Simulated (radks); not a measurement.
The numbers below are computed, except where a source is named.
The iodine ion I2+ inside a hard spherical wall (all orbitals vanish at R), configuration held at [Kr] 4d10 5s2 5p3 and not refilled when levels cross. Code: a radial shooting solver on a logarithmic mesh with Libxc functionals. Model: scalar-relativistic Kohn-Sham, PBEsol, spin-polarised, spherical densities, finite nucleus; open shells are filled with parallel spins first (spin-orbit coupling, left out, can overturn this in heavy ions); Fermi nuclear charge, rms radius 4.75 fm. Eigenvalues in eV for spin up, with the zero of energy where the potential of the charges vanishes at infinity; a dash marks a level that is unbound or too diffuse for the functional's potential to be trusted. A positive occupied level is held by the wall or, in an anion where self-interaction has pushed it up, behind a barrier. The pressure on the wall is -dE/dV.

| R (bohr) | E (hartree) | kinetic (hartree) | e(4p) | e(4d) | e(5s) | e(5p) | e(5d, empty) | e(6s, empty) | pressure (GPa) |
|---|---|---|---|---|---|---|---|---|---|
| free | -7112.12417 | 7464.325 | -147.73 | -70.566 | -37.024 | -25.509 | -11.636 | -11.155 | 0 |
| 20 | -7112.12417 | 7464.325 | -147.73 | -70.566 | -37.024 | -25.509 | -11.636 | -11.155 | < 0.0001 |
| 15 | -7112.12417 | 7464.325 | -147.73 | -70.566 | -37.024 | -25.509 | -11.636 | -11.155 | < 0.0001 |
| 7 | -7112.12393 | 7464.329 | -147.72 | -70.554 | -37.015 | -25.499 | -11.483 | -10.453 | 0.0263 |
| 5 | -7112.10405 | 7464.518 | -147.22 | -70.067 | -36.651 | -25.045 | -9.786 | -5.018 | 3.99 |
| 3.5 | -7111.67830 | 7467.072 | -142.73 | -65.750 | -32.704 | -19.712 | 0.745 | 22.287 | 173 |
| 2 | -7100.62373 | 7510.811 | -109.03 | -32.446 | 29.455 | 55.962 | 101.56 | 245.40 | 16800 |
